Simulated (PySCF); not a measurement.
HfCl4 relaxed at several levels

Computed with PySCF 2.14.0, def2-SVP on the ligands, density fitting, scalar-relativistic core potentials, no spin-orbit coupling, vacuum. Each row is relaxed at its own level from the same template. Distances are means of the shortest metal–ligand contacts, charges and spins Mulliken's; removal energies are rigid, with the ligand's formal charge and no counterpoise, so too large; for an anion taken off a cation in vacuum most of it is the attraction of opposite charges, and multiply charged cations can part far more cheaply with an electron moved from ligand to metal.

```tsv
level	basis on the metal	point group	M–Cl (Å)	charge on M (e)	HOMO–LUMO gap (eV)	removal of one Cl (eV)	strongest infrared band, degenerate modes summed (cm⁻¹)	unstable modes (below −25 cm⁻¹)
PBE0	def2-SVP with ECP60	Td	2.328	0.88	7.51	10.73	404	0
```

Task: What does the calculation give for r2SCAN, def2-SVP with ECP60?

Result: point group: Td, M–Cl (Å): 2.332, charge on M (e): 0.90, HOMO–LUMO gap (eV): 5.83, removal of one Cl (eV): 10.73, unstable modes (below −25 cm⁻¹): not given.
```xyz
5

Hf    0.0000    0.0000    0.0000
Cl    1.3463    1.3463    1.3463
Cl   -1.3463   -1.3463    1.3463
Cl    1.3463   -1.3463   -1.3463
Cl   -1.3463    1.3463   -1.3463
```

One start shape was tried for each, so a minimum needn't be the lowest isomer.
